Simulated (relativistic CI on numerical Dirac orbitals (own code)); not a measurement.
Electric-dipole transitions in Cd37+

Method of calculation: Dirac-Coulomb-Breit CI, separate exchange-only KLI orbitals for each configuration, QED by a radiative potential, unscaled Slater integrals (own radial code, finite nucleus).

Configurations in the expansion (outside the closed core [Ne]): 3s, 3p, 3d, 4s, 4p, 4d, 4f, 5s, 5p, 5d, 5f, 5g, 6s, 6p, 6d. Levels of other configurations are missing.

```tsv
λ vac (Å)	Lower	Upper	A (s⁻¹)	gf	Branching (%)
7.9333	3p 2P°_3/2 [3]	5d 2D_5/2 [17]	7.85e+12	4.45e-01	72.5
8.4680	3d 2D_3/2 [4]	5f 2F°_5/2 [18]	1.04e+13	6.72e-01	63.1
8.5249	3d 2D_5/2 [5]	5f 2F°_7/2 [19]	1.10e+13	9.56e-01	67.2
10.359	3s 2S_1/2 [1]	4p 2P°_3/2 [8]	5.69e+12	3.66e-01	79.9
10.751	3p 2P°_1/2 [2]	4d 2D_3/2 [9]	1.19e+13	8.26e-01	82.4
11.189	3p 2P°_3/2 [3]	4d 2D_5/2 [10]	1.47e+13	1.65e+00	99.8
12.152	3d 2D_3/2 [4]	4f 2F°_5/2 [11]	2.88e+13	3.83e+00	93.3
12.258	3d 2D_5/2 [5]	4f 2F°_7/2 [12]	3.06e+13	5.51e+00	99.9
23.914	4p 2P°_1/2 [7]	5d 2D_3/2 [16]	2.19e+12	7.51e-01	20.3
24.762	4p 2P°_3/2 [8]	5d 2D_5/2 [17]	2.79e+12	1.54e+00	25.8
26.373	4d 2D_3/2 [9]	5f 2F°_5/2 [18]	5.01e+12	3.13e+00	30.3
26.582	4d 2D_5/2 [10]	5f 2F°_7/2 [19]	5.35e+12	4.54e+00	32.8
27.784	4f 2F°_5/2 [11]	5g 2G_7/2 [20]	8.63e+12	7.99e+00	96.0
27.869	4f 2F°_7/2 [12]	5g 2G_9/2 [21]	8.91e+12	1.04e+01	99.6
46.167	5p 2P°_3/2 [15]	6d 2D_5/2 [26]	7.93e+11	1.52e+00	10.8
92.040	3s 2S_1/2 [1]	3p 2P°_3/2 [3]	8.06e+10	4.10e-01	100.0
103.20	3p 2P°_3/2 [3]	3d 2D_5/2 [5]	4.94e+10	4.73e-01	100.0
224.72	4s 2S_1/2 [6]	4p 2P°_3/2 [8]	1.93e+10	5.85e-01	0.3
269.77	4p 2P°_3/2 [8]	4d 2D_5/2 [10]	1.19e+10	7.78e-01	0.1
549.05	5p 2P°_3/2 [15]	5d 2D_5/2 [17]	3.88e+09	1.05e+00	0.0
```

Terms are leading LS components. Brackets give the number of a level in order of energy, since labels repeat. The list gives strong lines, with weight on those to low levels, without lines whose two gauges differ by over a factor of 2.5. Levels whose partners in the same complex of configurations lie outside the list can be far off, and so can their lines. Rates are taken at the computed energies, electric ones in the length gauge.

At this charge energies of transitions that change n are usually good to better than 1 %, and those within a shell (Δn = 0) to a few per cent.

(1) From the table, what is the radiative lifetime of 5d 2D_5/2?

Results:

(1) The listed rates from this level add up to about 1.07e+13 s⁻¹, 98 % of its decay; with all channels τ = 9.24e-14 s.
